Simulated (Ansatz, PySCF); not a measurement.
C2H6ClFSi, SMILES [Si](C)(C)(F)Cl.

The structure is a stationary point at PBE0-D3(BJ)/def2-SVP.

Vertical ionisation energy (IE) and electron affinity (EA) in eV. Rows of orbital energies are one-electron estimates. Where ΔSCF, EOM or ADC give a negative EA the extra electron is unbound and the value depends on the basis.

```csv
level,IE,EA
"−ε(HOMO), −ε(LUMO), ωB97X/def2-TZVP (PySCF)",11.16,-2.85
"−ε(HOMO), −ε(LUMO), PBE/def2-TZVP (PySCF)",7.36,-0.10
"ΔSCF, PBE0/def2-TZVPD (Ansatz), final states of multiplicity 2 and 2",(withheld),(withheld)
"ΔSCF, PBE/def2-TZVPD (Ansatz), final states of multiplicity 2 and 2",10.32,-0.73
```

### Question
Complete the blanks. (An estimate is asked for; the answer gives what the named calculation found.)

### Answer

- ΔSCF, PBE0/def2-TZVPD (Ansatz, a first-principles code), final states of multiplicity 2 and 2, IE: 10.77
- ΔSCF, PBE0/def2-TZVPD (Ansatz), final states of multiplicity 2 and 2, EA: -0.89

### Question
What vertical singlet–triplet gap does ΔSCF give with PBE0/def2-TZVPD (Ansatz) and with PBE/def2-TZVPD (Ansatz)? (An estimate is asked for; the answer gives what the named calculation found.)

### Answer
7.64 and 6.99 eV (triplet above singlet where positive).
